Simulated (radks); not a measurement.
Problem. Coulomb parameter of the 4f shell of the thulium ion Tm2+ in the model configuration [Xe] 4f12 6p1, as a second difference U = [E(n + 0.5) + E(n - 0.5) - 2 E(n)] / (0.5)^2 with all orbitals relaxed. "Bare": the charge of the atom changes with n. "Screened": the 6p shell takes up the change at fixed total charge, which measures U(4f,4f) + U(6p,6p) - 2 U(4f,6p). Method: scalar-relativistic Kohn-Sham, r2SCAN, spin-unpolarised, spherical densities, finite nucleus; meta-GGA in the generalised Kohn-Sham scheme; Fermi nuclear charge, rms radius 5.2256 fm; computed with a radial shooting solver on a logarithmic mesh with Libxc functionals. Estimate both.

Solution. U(bare) = 18.591 eV, U(screened by 6p) = 9.157 eV, against the Slater integral F0(4f,4f) = 33.975 eV with frozen orbitals.
